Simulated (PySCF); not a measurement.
Tin: a sound run and one with changed settings

Sound run: Sn⁺ [Kr] 4d10 5s2 5p1, Sn²⁺ [Kr] 4d10 5s2. Computed with PySCF 2.14 in x2c-SVPall (6s5p3d, 36 functions), with the spin-free X2C one-electron Hamiltonian (Gaussian nucleus). In the sound run the correlated levels freeze [Kr] 4d10. The sound run starts from symmetry-adapted Hartree-Fock orbitals and uses a fine grid where one is needed.

Changed run: a valence shell is frozen. This setting is unsound on purpose.

Ionisation energy of Sn⁺:

```
 method  sound run (eV)  changed run (eV)
    UHF          13.747            13.747
    MP2          13.863            13.747
SCS-MP2          13.844            13.747
   CCSD          13.920            13.747
CCSD(T)          13.929            13.747
  CCSDT             n/a            13.747
    FCI             n/a            13.747
```

Freezing a valence shell removes pair correlation that changes on ionisation.

For comparison, NIST gives 14.633 eV between the lowest levels.
